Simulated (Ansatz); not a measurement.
H$_{5}$N$_{2}$OSTa (`[NH2][Ta]([NH2])([OH])=[S]`). The species carries charge 0 and has multiplicity 1. Ta: def2 effective core potential.

```xyz
10

N     1.0044   -1.4501   -0.3148
Ta    0.1534    0.3282   -0.2033
N    -1.7700    0.1782    0.2177
O     0.9819    1.2719    1.2262
S     0.3450    1.2876   -2.1387
H     1.3885   -1.8495   -1.1576
H     1.0885   -2.1006    0.4533
H    -2.1475   -0.2049    1.0726
H    -2.5154    0.4449   -0.4074
H     1.4712    2.0943    1.2520
```

**Question.** What are the harmonic wavenumbers in cm⁻¹ at PBE0-D4/def2-TZVP (Ansatz, finite differences of forces, unscaled)? (Best estimate.)

**Answer.** Ansatz gave: 117, 151, 158, 188, 197, 223, 278, 324, 428, 456, 497, 520, 563, 608, 667, 683, 708, 1538, 1541, 3575, 3577, 3674, 3674, 3936.

**Question.** Is this a minimum?

**Answer.** Yes, all 24 modes are real.

**Question.** Give the ideal-gas thermochemistry at 298.15 K and 1 bar (rigid rotor, harmonic oscillator; point group Cs, symmetry number 1).

**Answer.** Zero-point energy 169.2 kJ/mol; H(298) − E = 195.3 kJ/mol; entropy 388.4 J/(mol·K), of which translation 178.3, rotation 116.3, vibration 93.8; G(298) − E = 79.4 kJ/mol.

**Question.** And at 400, 500, 600, 800 and 1000 K?

**Answer.** 
```csv
T (K),H − E (kJ/mol),S (J/mol/K),G − E (kJ/mol)
400,210.0,430.9,37.7
500,225.7,465.9,-7.2
600,242.2,496.0,-55.4
800,277.1,546.0,-159.8
1000,313.7,586.9,-273.2
```
